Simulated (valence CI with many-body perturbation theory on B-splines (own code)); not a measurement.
# Forbidden lines of Au³⁹⁺

Calculated by valence CI with perturbative core correlation (CI+MBPT): four valence electrons over a frozen Dirac-Fock core [Kr], a basis of 9 s, 9 p, 10 d, 8 f, 5 g, 3 h, 1 i functions for each j, with the one-electron correlation potential Σ1, the two-electron term Σ2, the three-electron term Σ3, Breit, model QED; selected CI, second order for the rest (own B-spline code, finite nucleus).

The last digits are not significant, and no measured levels were compared; by estimate large intervals hold to a few tenths of a per cent, small ones and those within an open d or f shell to about a per cent. Only levels of the ground parity were solved; by the run's estimate the other parity begins above the list, which can be wrong where configurations are misplaced.

Lines 51 to 100 of 117 in falling wavelength, among levels below 1002700 cm⁻¹, chosen from the decays that carry over 1 % of a level's rate. Wavelengths and rates use the calculated energies. Electric multipoles are in the length gauge, E1 and E2 with the static RPA response of the core. S is in atomic units (e²a₀⁴ for E2 and M2, e²a₀⁶ for E3), for M1 in squared Bohr magnetons. Weak lines are less certain than strong ones. Lines between different terms over intervals too small for the method are left out, as are lines whose strength nearly cancels. The highest levels of a list are the least certain.

Levels are named by their leading jj configuration (3d3/2^4 stands for four electrons in 3d with j = 3/2), which in mixed levels can hold well under half, so a name can repeat and another be missing. Letters in brackets count levels of one name in rising energy.

```csv
λ vac (nm),Upper,Lower,Type,A (s⁻¹),S (a.u.)
47.98,(4d3/2^2 4d5/2^2) J=6,(4d3/2^3 4d5/2) J=4,E2,1.67e+01,4.92e-03
47.95,(4d3/2 4d5/2^3) J=3 [a],(4d3/2^2 4d5/2^2) J=3 [a],M1,1.28e+05,3.67e+00
47.70,(4d3/2 4d5/2^3) J=4 [a],(4d3/2^2 4d5/2^2) J=4 [a],M1,2.25e+05,8.15e+00
47.60,(4d3/2 4d5/2^3) J=4 [b],(4d3/2^2 4d5/2^2) J=4 [c],M1,5.61e+04,2.02e+00
47.50,(4d3/2^2 4d5/2^2) J=2 [a],(4d3/2^3 4d5/2) J=1,M1,2.06e+05,4.10e+00
47.32,(4d3/2^2 4d5/2^2) J=2 [b],(4d3/2^3 4d5/2) J=3,M1,7.03e+02,1.38e-02
46.66,(4d3/2 4d5/2^3) J=5,(4d3/2^2 4d5/2^2) J=5,M1,4.89e+04,2.02e+00
46.56,(4d3/2 4d5/2^3) J=2 [a],(4d3/2^2 4d5/2^2) J=3 [b],M1,8.64e+04,1.62e+00
46.53,(4d3/2 4d5/2^3) J=3 [b],(4d3/2^2 4d5/2^2) J=2 [b],M1,3.80e+04,9.94e-01
46.41,(4d5/2^4) J=4,(4d3/2 4d5/2^3) J=5,M1,5.82e+04,1.94e+00
46.37,(4d5/2^4) J=2,(4d3/2 4d5/2^3) J=3 [b],M1,3.66e+04,6.76e-01
46.28,(4d3/2^2 4d5/2^2) J=3 [b],(4d3/2^3 4d5/2) J=2,M1,3.33e+03,8.56e-02
45.77,(4d3/2 4d5/2^3) J=6,(4d3/2^2 4d5/2^2) J=5,M1,8.23e+04,3.80e+00
45.65,(4d3/2 4d5/2^3) J=3 [b],(4d3/2^2 4d5/2^2) J=4 [b],M1,2.85e+04,7.02e-01
45.58,(4d3/2 4d5/2^3) J=1 [b],(4d3/2^2 4d5/2^2) J=2 [c],M1,7.76e+04,8.17e-01
45.42,(4d3/2 4d5/2^3) J=3 [c],(4d3/2^2 4d5/2^2) J=2 [c],M1,5.51e+04,1.34e+00
45.15,(4d3/2 4d5/2^3) J=3 [a],(4d3/2^2 4d5/2^2) J=2 [a],M1,2.04e+05,4.88e+00
45.13,(4d3/2^2 4d5/2^2) J=3 [b],(4d3/2^3 4d5/2) J=4,M1,7.70e+04,1.84e+00
45.07,(4d3/2 4d5/2^3) J=3 [b],(4d3/2^2 4d5/2^2) J=3 [b],M1,8.28e+04,1.97e+00
44.89,(4d5/2^4) J=2,(4d3/2 4d5/2^3) J=2 [a],M1,1.25e+05,2.10e+00
44.83,(4d3/2^2 4d5/2^2) J=2 [b],(4d3/2^3 4d5/2) J=2,M1,3.50e+04,5.85e-01
44.56,(4d3/2^2 4d5/2^2) J=4 [b],(4d3/2^3 4d5/2) J=4,M1,8.28e+02,2.44e-02
44.26,(4d3/2^3 4d5/2) J=2,(4d3/2^4) J=0,E2,1.00e+02,7.60e-03
43.91,(4d3/2 4d5/2^3) J=2 [a],(4d3/2^2 4d5/2^2) J=1,M1,3.72e+04,5.83e-01
42.55,(4d3/2 4d5/2^3) J=5,(4d3/2^2 4d5/2^2) J=4 [a],M1,2.93e+04,9.21e-01
42.34,(4d3/2 4d5/2^3) J=2 [b],(4d3/2^2 4d5/2^2) J=2 [c],M1,8.42e+04,1.19e+00
42.07,(4d5/2^4) J=4,(4d3/2 4d5/2^3) J=3 [a],M1,1.50e+05,3.72e+00
41.98,(4d3/2 4d5/2^3) J=1 [a],(4d3/2^2 4d5/2^2) J=2 [a],M1,1.82e+05,1.50e+00
41.52,(4d5/2^4) J=4,(4d3/2 4d5/2^3) J=4 [a],M1,2.36e+05,5.63e+00
41.45,(4d3/2 4d5/2^3) J=1 [a],(4d3/2^2 4d5/2^2) J=0 [a],M1,1.67e+05,1.32e+00
39.48,(4d5/2^4) J=0,(4d3/2 4d5/2^3) J=1 [b],M1,4.30e+05,9.81e-01
39.40,(4d3/2^2 4d5/2^2) J=2 [c],(4d3/2^3 4d5/2) J=3,M1,1.48e+05,1.68e+00
39.33,(4d5/2^4) J=2,(4d3/2 4d5/2^3) J=1 [a],M1,1.73e+05,1.95e+00
38.94,(4d3/2 4d5/2^3) J=2 [a],(4d3/2^2 4d5/2^2) J=3 [a],M1,7.96e+04,8.71e-01
38.28,(4d3/2 4d5/2^3) J=0,(4d3/2^2 4d5/2^2) J=1,M1,1.55e+05,3.22e-01
38.19,(4d3/2 4d5/2^3) J=1 [b],(4d3/2^2 4d5/2^2) J=2 [b],M1,5.72e+03,3.55e-02
37.89,(4d3/2 4d5/2^3) J=3 [b],(4d3/2^2 4d5/2^2) J=3 [a],M1,2.38e+04,3.35e-01
37.67,(4d3/2^2 4d5/2^2) J=2 [c],(4d3/2^3 4d5/2) J=2,M1,4.81e+04,4.77e-01
37.49,(4d3/2 4d5/2^3) J=3 [c],(4d3/2^2 4d5/2^2) J=4 [b],M1,8.99e+03,1.23e-01
37.29,(4d3/2 4d5/2^3) J=3 [b],(4d3/2^2 4d5/2^2) J=4 [a],M1,2.76e+04,3.71e-01
37.17,(4d3/2^2 4d5/2^2) J=4 [c],(4d3/2^3 4d5/2) J=3,M1,5.08e+04,8.70e-01
36.89,(4d5/2^4) J=2,(4d3/2 4d5/2^3) J=3 [a],M1,1.25e+05,1.16e+00
36.70,(4d3/2^2 4d5/2^2) J=2 [b],(4d3/2^3 4d5/2) J=1,M1,7.47e+03,6.85e-02
36.39,(4d3/2 4d5/2^3) J=4 [b],(4d3/2^2 4d5/2^2) J=3 [b],M1,5.95e+04,9.57e-01
36.12,(4d3/2 4d5/2^3) J=3 [b],(4d3/2^2 4d5/2^2) J=2 [a],M1,5.43e+03,6.64e-02
35.89,(4d3/2 4d5/2^3) J=2 [b],(4d3/2^2 4d5/2^2) J=2 [b],M1,6.10e+03,5.23e-02
35.49,(4d3/2 4d5/2^3) J=1 [b],(4d3/2^2 4d5/2^2) J=1,M1,4.05e+04,2.01e-01
35.01,(4d3/2 4d5/2^3) J=2 [b],(4d3/2^2 4d5/2^2) J=3 [b],M1,1.91e+04,1.52e-01
33.49,(4d3/2 4d5/2^3) J=2 [b],(4d3/2^2 4d5/2^2) J=1,M1,3.80e+04,2.65e-01
33.29,(4d3/2 4d5/2^3) J=4 [b],(4d3/2^2 4d5/2^2) J=5,M1,7.61e+04,9.37e-01
```
